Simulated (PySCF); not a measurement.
How methods differ on the excitation energy of W⁺

W⁺ [Xe] 4f14 5d4 6s1 (6D) → W⁺ [Xe] 4f14 5d3 6s2 (4F), as a difference of total energies. All numbers are calculated (PySCF 2.14, scalar relativity through the core potential, in def2-TZVPPD with the def2 core potential (60 electrons)). Correlated levels: valence and next inner shell: nothing frozen outside the core potential. The calculations carry no spin-orbit coupling.

| method | excitation energy (eV) |
| --- | --- |
| UHF | 2.461 |
| MP2 (valence and next inner shell) | 1.782 |
| SCS-MP2 (valence and next inner shell) | 1.323 |
| CCSD (valence and next inner shell) | 1.667 |
| CCSD(T) (valence and next inner shell) | 1.492 |

Q: How much does correlation contribute at CCSD(T) (valence and next inner shell)?

A: 1.492 − (2.461) = -0.969 eV, measured against UHF.
